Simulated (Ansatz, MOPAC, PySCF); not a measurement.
Torsion H3–B1–N2–H5 in aminoborane (SMILES BN); at each angle all else is relaxed with GFN2-xTB, and the levels are single points there.
Geometry at 180° (charge 0, multiplicity 1):
```xyz
6

B      0.6871     0.0142    -0.0027
N     -0.6895    -0.0366     0.0121
H      1.2907    -0.9886    -0.0508
H      1.2161     1.0588     0.0335
H     -1.2795     0.7779     0.0524
H     -1.2186    -0.8923    -0.0164
```

On the grid 0° to 330°, 60° is the highest and 180° the lowest point at CCSD(T)/CBS(cc-pVTZ, cc-pVQZ).

The state that AM1 reach isn't checked.

Codes used: Ansatz (Gaussian orbitals); MOPAC for AM1 (differences of heats of formation); PySCF for the dispersion terms. 

Q: One of these levels gives 23.01 kcal/mol for the energy at 60° less that at 180°. Name it.
A) BLYP-D4/def2-TZVPP
B) AM1
C) HF/cc-pVQZ

A: B, AM1. The others give 28.83 (HF/cc-pVQZ), 32.70 (BLYP-D4/def2-TZVPP)

Ansatz is a first-principles code.
